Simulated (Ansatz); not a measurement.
Reaction (isomerisation): `COCC(F)(F)F` → `CC(F)(F)OCF`

Gas-phase electronic energies from Ansatz, PBE0-D4/def2-TZVP geometries. CCSD(T)/CBS is the MP2 limit (def2-TZVPP, def2-QZVPP) plus CCSD(T) − MP2 in def2-TZVPP, frozen cores. Functionals use def2-TZVPP. B3LYP here is the variant with VWN-RPA as its local correlation; programs differ in this. HSE06 is defined as in plane-wave codes. One conformer a species, not always the lowest.

| level | ΔE (kcal/mol) | difference from CCSD(T)/CBS |
| --- | --- | --- |
| PBE-D4 | -10.5 | 0.6 |
| revPBE-D4 | -10.4 | 0.7 |
| BLYP-D4 | -10.5 | 0.6 |
| r2SCAN-D4 | -11.3 | -0.2 |
| B97M-V | -10.9 | 0.2 |
| PBE0-D4 | -10.6 | 0.5 |
| B3LYP-D4 | -10.7 | 0.4 |
| r2SCANh-D4 | -11.3 | -0.2 |
| HSE06-D4 | -10.6 | 0.5 |
| BHLYP-D4 | -10.9 | 0.2 |
| CAM-B3LYP-D4 | -11.1 | 0.0 |
| ωB97X-V | -11.0 | 0.1 |
| ωB97M-V | -11.1 | 0.0 |
| B2PLYP | -11.0 | 0.1 |
| PBE-QIDH | -11.0 | 0.1 |
| PBE | -10.6 | 0.5 |
| revPBE | -10.4 | 0.7 |
| BLYP | -10.6 | 0.5 |
| r2SCAN | -11.4 | -0.3 |
| PBE0 | -10.7 | 0.4 |
| B3LYP | -10.8 | 0.3 |
| r2SCANh | -11.3 | -0.2 |
| r2SCAN0 | -11.3 | -0.2 |
| BHLYP | -11.0 | 0.1 |
| CAM-B3LYP | -11.1 | 0.0 |
| LC-ωPBE | -11.3 | -0.2 |
| RPA@PBE/def2-TZVPP | -10.4 | 0.7 |
| HF/def2-SVP | -11.3 | -0.2 |
| MP2/def2-SVP | -10.9 | 0.2 |
| CCSD/def2-SVP | -10.6 | 0.5 |
| CCSD(T)/def2-SVP | -10.6 | 0.5 |
| HF/def2-TZVPP | -10.9 | 0.2 |
| MP2/def2-TZVPP | -11.1 | 0.0 |
| SCS-MP2/def2-TZVPP | -10.8 | 0.3 |
| CCSD/def2-TZVPP | -10.7 | 0.4 |
| CCSD(T)/def2-TZVPP | -10.8 | 0.3 |
| MP2/def2-QZVPP | -11.3 | -0.2 |
| SCS-MP2/def2-QZVPP | -11.0 | 0.1 |
| HF/CBS(def2) | -10.8 | 0.3 |
| CCSD/CBS(def2) | -11.0 | 0.1 |
| CCSD(T)/CBS | -11.1 | 0 |

Largest T1 diagnostic among the species: 0.012.

Leaving LDA and LC-ωPBE aside and taking each functional with its dispersion term where it has one, the values spread over 1.0 kcal/mol, from r2SCAN-D4 to revPBE-D4.

CCSD(T)/CBS has its own doubt, a few kJ/mol and more with outer-core shells, so smaller differences from it don't rank the levels.
